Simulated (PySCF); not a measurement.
Species: C6H4NO2 (charge -1).
SMILES with atom numbers: `[N:1]#[C:2]/[C:3]([CH:4]=[O:5])=[CH:6]/[CH:7]=[CH:8]\[O-:9]` (hydrogens: H10 on C4; H11 on C6; H12 on C7; H13 on C8)
Bond orders are those of one Lewis drawing.

Method: PBE0-D3(BJ)/def2-SVP geometry optimisation, gas phase (PySCF); density fitting, grid level 2; the optimiser is geomeTRIC in internal coordinates, started from a GFN2-xTB structure.

Step 0: E = -11849.5362 eV
```
atom  x, y, z in Å  |  force x, y, z in eV/Å
N1      2.2558    2.1452   -1.6586    0.815   1.009  -0.768
C2      1.6345    1.3717   -1.0699   -0.097  -0.393   0.288
C3      0.8545    0.4465   -0.3641   -0.302   0.015   0.006
C4      1.5099   -0.5919    0.3560    0.646  -0.448   0.290
O5      2.7156   -0.7993    0.4492   -0.212   0.128  -0.082
C6     -0.5393    0.6131   -0.4183   -0.013  -0.236   0.171
C7     -1.5230   -0.1405    0.1735    0.208  -0.023   0.006
C8     -2.8971    0.1638    0.0197   -0.630   0.383  -0.244
O9     -3.4047    1.0821   -0.6186    0.049  -0.007   0.002
H10     0.8086   -1.2761    0.8835   -0.201  -0.150   0.119
H11    -0.8946    1.4529   -1.0086   -0.194   0.267  -0.183
H12    -1.2798   -0.9998    0.7827    0.095  -0.358   0.254
H13    -3.5724   -0.5441    0.5633   -0.163  -0.185   0.141
```

Step 1: E = -11849.5907 eV
```
atom  x, y, z in Å  |  force x, y, z in eV/Å
N1      2.3093    2.1591   -1.6716    0.023   0.005  -0.005
C2      1.6656    1.3869   -1.0825   -0.042   0.042  -0.029
C3      0.8598    0.4565   -0.3713    0.022  -0.081   0.058
C4      1.5342   -0.5906    0.3536   -0.033   0.016  -0.010
O5      2.7385   -0.7779    0.4321    0.038  -0.025   0.017
C6     -0.5459    0.5933   -0.4032    0.016   0.131  -0.095
C7     -1.5382   -0.1609    0.1893    0.002  -0.077   0.056
C8     -2.9231    0.1715    0.0152   -0.014  -0.031   0.023
O9     -3.3984    1.0975   -0.6306   -0.027   0.023  -0.016
H10     0.8275   -1.2812    0.8864    0.021  -0.004   0.002
H11    -0.9309    1.4361   -0.9941    0.002  -0.038   0.028
H12    -1.3108   -1.0335    0.8089   -0.012   0.015  -0.011
H13    -3.6198   -0.5335    0.5573    0.003   0.023  -0.017
```

**Question.** Estimate the geometry and energy of step 2. (The exact step hangs on the optimiser's Hessian estimate; all steps are aligned on step 1, rigid shifts and turns removed.)

**Answer.** E = -11849.5909 eV, largest force 0.069 eV/Å
```
atom  x, y, z in Å  |  force x, y, z in eV/Å
N1      2.2976    2.1655   -1.6759    0.007  -0.004   0.002
C2      1.6588    1.3905   -1.0849   -0.002   0.012  -0.008
C3      0.8616    0.4544   -0.3699    0.035  -0.028   0.018
C4      1.5395   -0.5917    0.3543   -0.033  -0.027   0.021
O5      2.7431   -0.7845    0.4369    0.005   0.041  -0.030
C6     -0.5450    0.5909   -0.4015    0.023   0.000  -0.001
C7     -1.5376   -0.1648    0.1920   -0.002   0.039  -0.028
C8     -2.9210    0.1749    0.0127   -0.038  -0.046   0.035
O9     -3.3937    1.1022   -0.6340    0.026   0.009  -0.008
H10     0.8338   -1.2829    0.8871   -0.011   0.001   0.000
H11    -0.9320    1.4321   -0.9910   -0.003  -0.005   0.004
H12    -1.3143   -1.0376    0.8118   -0.005   0.006  -0.004
H13    -3.6229   -0.5258    0.5519   -0.001   0.001   0.000
```

The energy changes by -0.0002 eV. The first-order estimate −F·Δx gives -0.0012 eV and the mean of the old and new forces, exact on a quadratic surface, -0.0002 eV. The step makes an angle of 79° with the force vector and moves no atom by more than 0.014 Å.

What follows is the cost of the whole optimisation. On Intel Xeon Platinum 8488C, one thread, shared host with 96 logical CPUs at a one-minute load of 28, this took 51 s wall and 0.72 GiB of memory at its peak.
